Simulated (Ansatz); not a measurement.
BrCl$_{3}$Ge (`[Cl][Ge]([Cl])([Cl])[Br]`) from Hartree–Fock to CCSD(T)

Z-matrix (Å, degrees):
```
Ge
Cl 1 2.119
Cl 1 2.119 2 109.1
Br 1 2.270 2 109.9 3 120.5
Cl 1 2.119 2 109.1 3 -119.0
```

The species carries charge 0 and has multiplicity 1. Correlated methods include outer-core shells of Br, Ge, which these sets cover unevenly. Scalar relativity is left out up to krypton. All single points use the PBE0-D4/def2-TZVP geometry. Frozen core, restricted reference, Ansatz 0.2.0.

| basis | HF (Eh) | MP2 corr. |
| --- | --- | --- |
| def2-SVP | -6025.44751 | -0.84269 |
| def2-TZVPP | -6026.50759 | -1.07672 |
| def2-QZVPP | -6026.63639 | -1.71665 |

Task: Estimate the CCSD correlation energy and the (T) correction in each basis where they were run (hartree).

Result: 
| basis | CCSD corr. | (T) |
| --- | --- | --- |
| def2-SVP | -0.86773 | -0.02145 |
| def2-TZVPP | -1.11737 | -0.04717 |
